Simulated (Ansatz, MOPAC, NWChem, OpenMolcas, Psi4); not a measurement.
# How methods differ on CH6GeSi (SMILES [CH2]1[SiH2][GeH2]1)

CH6GeSi, singlet, SMILES `[CH2]1[SiH2][GeH2]1`. Each level relaxes the structure for itself.

Each level gives the highest harmonic wavenumber at each level's own minimum (cm⁻¹). The values are calculated.

```json
{"level": "AM1", "kind": "semi-empirical", "program": "MOPAC", "value (cm⁻¹)": "3181"}
{"level": "MNDO", "kind": "semi-empirical", "program": "MOPAC", "value (cm⁻¹)": "3371"}
{"level": "PM3", "kind": "semi-empirical", "program": "MOPAC", "value (cm⁻¹)": "3201"}
{"level": "HF/3-21G", "kind": "Hartree–Fock", "program": "NWChem", "value (cm⁻¹)": "3350"}
{"level": "HF/6-31G* (spherical functions)", "kind": "Hartree–Fock", "program": "NWChem", "value (cm⁻¹)": "3345"}
{"level": "HF/6-31G* (Cartesian functions)", "kind": "Hartree–Fock", "program": "OpenMolcas", "value (cm⁻¹)": "3351"}
{"level": "PBE0-D4/def2-TZVP", "kind": "global hybrid", "program": "Ansatz", "value (cm⁻¹)": "3207"}
{"level": "B3LYP-D3(BJ)/def2-SVP (density fitting)", "kind": "global hybrid", "program": "Psi4", "value (cm⁻¹)": "3186"}
```

All-electron rows without a relativistic Hamiltonian named are non-relativistic. Harmonic and unscaled. The values span 3181 to 3371 cm⁻¹.
